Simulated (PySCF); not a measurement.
ECD: `CC[Si@@H]1OC[C@@H]1CF`, C5H11FOSi

Geometry (Å), atoms numbered from 1 in this order:
```xyz
19

C     2.5369   -0.9199   -0.6006
C     1.7849    0.1090    0.2351
Si    0.2940    0.8359   -0.6772
O    -0.4747    2.0566    0.1342
C    -1.7766    1.4599    0.1424
C    -1.4619    0.0894   -0.4656
C    -1.6301   -1.0666    0.4879
F    -2.9669   -1.3245    0.7231
H     1.9022   -1.7723   -0.8272
H     3.4165   -1.2802   -0.0712
H     2.8608   -0.4815   -1.5404
H     1.4848   -0.3445    1.1815
H     2.4636    0.9246    0.4865
H     0.5803    1.1877   -2.0705
H    -2.1503    1.4260    1.1660
H    -2.4486    2.0630   -0.4673
H    -2.0311   -0.1062   -1.3720
H    -1.1847   -0.8564    1.4652
H    -1.2089   -1.9907    0.0777
```

Computed, not measured: PySCF, TDDFT PBE0/def2-SVPD circular dichroism and optical rotation, one conformer, gas phase. Geometry: GFN2-xTB.

The molecule is flexible and this is one conformer; a measurement averages over conformers. States above about 7.8 eV (minus the energy of the highest occupied orbital) lie near or above the ionisation threshold and depend on the basis.

(1) What are the CIP labels of the stereocentres?

(2) List the lowest 12 singlet excitations with oscillator and rotatory strengths.

## Answers

(1) Si3 S, C6 R.

(2) Rotatory strengths R in 10⁻⁴⁰ esu² cm², velocity form and length form (origin at the centre of mass); f in length form.
```tsv
state	E (eV)	λ (nm)	f	R (velocity)	R (length)	main
1	6.34	195	0.001	+19.3	+18.8	HOMO→LUMO 0.94
2	6.79	182	0.048	-3.3	-2.2	HOMO−1→LUMO 0.97
3	7.24	171	0.010	+4.3	+5.6	HOMO→LUMO+1 0.72, HOMO−2→LUMO 0.21
4	7.29	170	0.010	-3.1	-3.5	HOMO−2→LUMO 0.73, HOMO→LUMO+1 0.20
5	7.51	165	0.026	+19.4	+18.3	HOMO→LUMO+2 0.94
6	7.59	163	0.008	-27.5	-24.4	HOMO−1→LUMO+1 0.96
7	7.88	157	0.015	-15.5	-15.5	HOMO−1→LUMO+2 0.93
8	7.93	156	0.015	-4.8	-5.9	HOMO→LUMO+3 0.94
9	8.03	154	0.008	+0.8	+0.3	HOMO−3→LUMO 0.90
10	8.13	152	0.009	-0.3	-0.1	HOMO−2→LUMO+1 0.90
11	8.26	150	0.037	-1.2	-1.2	HOMO−1→LUMO+3 0.92
12	8.36	148	0.002	+2.9	+3.6	HOMO−2→LUMO+2 0.91
```

Among the states computed, the strongest CD band (largest |R|) is state 6. The largest dissymmetry factor in size, g = 4R/(D+G), with D and G the electric and magnetic dipole strengths, is +0.14 for state 1 (velocity form, f = 0.001), among bands with |R| over 0.5. The mirror image has the same energies and oscillator strengths and all R with the opposite sign.
